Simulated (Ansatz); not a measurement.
**Worked example: SiH(OH)2(SiH3) + CH5GeS → Si(OH)2(SiH3) + CH6GeS**

Gas-phase species: SiH(OH)2(SiH3), singlet; CH5GeS `C[S][GeH2]`, doublet; Si(OH)2(SiH3), doublet; CH6GeS `C[S][GeH3]`, singlet. A radical takes H: the energy is the difference in strength between the Si–H bond broken and the Ge–H bond made.

Shapes, held fixed at every level: PBE0-D4/def2-TZVP. Flexible molecules stand in one conformer, not always the lowest. Programs: Ansatz 0.2.0. The zero-point and thermal change to 298 K, harmonic and unscaled (PBE0-D4/def2-TZVP), is -0.5 kJ/mol.

At CCSD(T)/def2-TZVPP; 1 Eh = 2625.50 kJ/mol:

```
       species   energy (Eh)
SiH(OH)2(SiH3)   -732.073332
        CH5GeS  -2514.349337
 Si(OH)2(SiH3)   -731.421117
        CH6GeS  -2514.987054
```

Work out ΔH(298 K) of the reaction at this level.


1. Products less reactants: (-731.421117) + (-2514.987054) − [(-732.073332) + (-2514.349337)] = 0.014498 Eh = +38.1 kJ/mol.
2. With the thermal change: +38.1 + (-0.5) = +37.6 kJ/mol.

Other levels give +34.5 (SPW92/def2-TZVPP) to +38.0 kJ/mol (CCSD/def2-TZVPP). No measured value is set beside it here. Open shells run unrestricted. Relativity is left out for Ge. Outer-core shells of Ge are correlated, in sets that cover them unevenly.
